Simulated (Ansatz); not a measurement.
Relaxation of Ga(PH3)F3 (GaPH₃F₃) with RKS PBE0-D4/def2-SVP.

```sh
$ ansatz run in.yaml --threads 2 --pin off --events-out ev --progress --plain --max-ram 4352MiB
```

```yaml
crystal:
  periodic: [false, false, false]
  atoms:
    - {symbol: F, position_ang: [1.707260, -0.006290, -1.700720]}
    - {symbol: F, position_ang: [-0.844650, 1.503420, -1.688340]}
    - {symbol: F, position_ang: [-0.876160, -1.463870, -1.685620]}
    - {symbol: Ga, position_ang: [-0.003200, 0.011370, -1.369830]}
    - {symbol: P, position_ang: [0.003750, -0.005310, 1.134550]}
    - {symbol: H, position_ang: [0.699760, 0.994570, 1.781630]}
    - {symbol: H, position_ang: [0.528990, -1.117980, 1.756050]}
    - {symbol: H, position_ang: [-1.215760, 0.084090, 1.772280]}
basis:
  gaussian: {orbitals: def2-SVP}
hamiltonian: {xc: pbe0, dispersion: d4}
scf: {omitted_lower_state_checks: [starts]}
output: {orbitals: {seedname: orbitals}}
relax: {f_tol: 0.02, max_steps: 100}
```

Run time 12 s (2 threads of Arm Neoverse V2 on a shared host).

Positions (Å) and forces (eV/Å) at steps 1, 2, 3, 4 of 4:

```xyz
8
step=1 energy=-69835.5796 eV
F     1.707   -0.006   -1.701    0.299   -0.005   -0.006
F    -0.845    1.503   -1.688   -0.145    0.256   -0.002
F    -0.876   -1.464   -1.686   -0.147   -0.244   -0.004
Ga   -0.003    0.011   -1.370   -0.007   -0.009    0.066
P     0.004   -0.005    1.135   -0.002    0.032   -1.145
H     0.700    0.995    1.782    0.441    0.640    0.366
H     0.529   -1.118    1.756    0.348   -0.730    0.360
H    -1.216    0.084    1.772   -0.786    0.060    0.365
8
step=2 energy=-69835.6223 eV
F     1.723   -0.010   -1.661    0.094   -0.004   -0.076
F    -0.851    1.517   -1.647   -0.046    0.080   -0.075
F    -0.886   -1.477   -1.655   -0.048   -0.076   -0.074
Ga   -0.004    0.009   -1.386    0.001    0.005    0.196
P     0.004   -0.005    1.111   -0.003    0.007   -0.414
H     0.712    1.019    1.757    0.130    0.189    0.144
H     0.544   -1.139    1.733    0.104   -0.215    0.150
H    -1.242    0.085    1.749   -0.232    0.015    0.149
8
step=3 energy=-69835.6138 eV rejected
F     1.718   -0.016   -1.696   -0.053    0.000    0.069
F    -0.844    1.516   -1.680    0.027   -0.047    0.068
F    -0.889   -1.468   -1.694    0.027    0.046    0.068
Ga   -0.004    0.009   -1.356   -0.001    0.003   -0.422
P     0.003   -0.006    1.095    0.002   -0.009    0.813
H     0.705    1.023    1.783   -0.055   -0.076   -0.199
H     0.551   -1.134    1.767   -0.041    0.089   -0.198
H    -1.241    0.077    1.781    0.095   -0.006   -0.198
8
step=4 energy=-69835.6307 eV
F     1.722   -0.012   -1.681   -0.005   -0.001   -0.003
F    -0.848    1.517   -1.666    0.003   -0.005   -0.003
F    -0.888   -1.474   -1.675    0.000    0.003   -0.005
Ga   -0.004    0.010   -1.375    0.001    0.003   -0.012
P     0.003   -0.006    1.116    0.000    0.001   -0.011
H     0.714    1.028    1.768    0.002    0.006    0.010
H     0.550   -1.146    1.749    0.004   -0.006    0.012
H    -1.250    0.082    1.763   -0.007   -0.001    0.011
```
